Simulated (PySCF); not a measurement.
## Spinor energies of Co (cobalt, neutral)

Start: [Ar] 3d7 4s2; 3d3/2 filled at m_j = +1/2, +3/2; 3d5/2 filled at m_j = -3/2, -1/2, +1/2, +3/2, +5/2. Calculated with PySCF 2.14 in x2c-TZVPall-2c: generalised Hartree-Fock with the X2C-1e Hamiltonian and a Gaussian nucleus; one run each with spin-orbit coupling (SO) switched off, then screened by Boettger's factors. This is a chosen level, not necessarily the ground level.

```
spinor shell  electrons  ε, spin-free (eV)  ε, screened SO (eV)  weight of nominal j (screened SO)  rms radius, screened SO (bohr)
       1s1/2          2            -7776.5              -7776.4                              1.000                          0.0649
       2s1/2          2            -965.12              -965.06                              1.000                           0.276
       2p1/2          2            -822.69              -833.29                              0.995                           0.247
       2p3/2          4            -822.69              -817.47                              0.998                           0.249
       3s1/2          2            -125.77              -125.75                              1.000                           0.831
       3p3/2          4            -82.354              -81.195                              0.818                           0.892
       3p1/2          2            -82.354              -84.663                              0.637                           0.888
       3d5/2          5            -18.026              -19.129                              0.580                            1.15
       3d3/2          2            -18.026              -15.275                              0.677                            1.22
       4s1/2          2             -7.412               -7.410                              1.000                            3.36
```

```csv
quantity,spin-free,screened SO
E (hartree),-1391.85107,-1391.88029
M_J,9/2,9/2
⟨J²⟩,24.764,24.764
⟨L²⟩,12.004,12.020
⟨S²⟩,3.761,3.755
```

Each row is a mean over spinors that exchange with the open shell spreads, by up to 13.969 eV (3p3/2).

Rows whose weight is well below 1 are mixtures of j = l ± 1/2: exchange outweighs spin-orbit coupling there, and the label is only the starting occupation.

Without spin-orbit coupling the j labels of p, d and f shells carry no meaning; the spin-free column gives the mean over the occupied spinors of each nl shell.
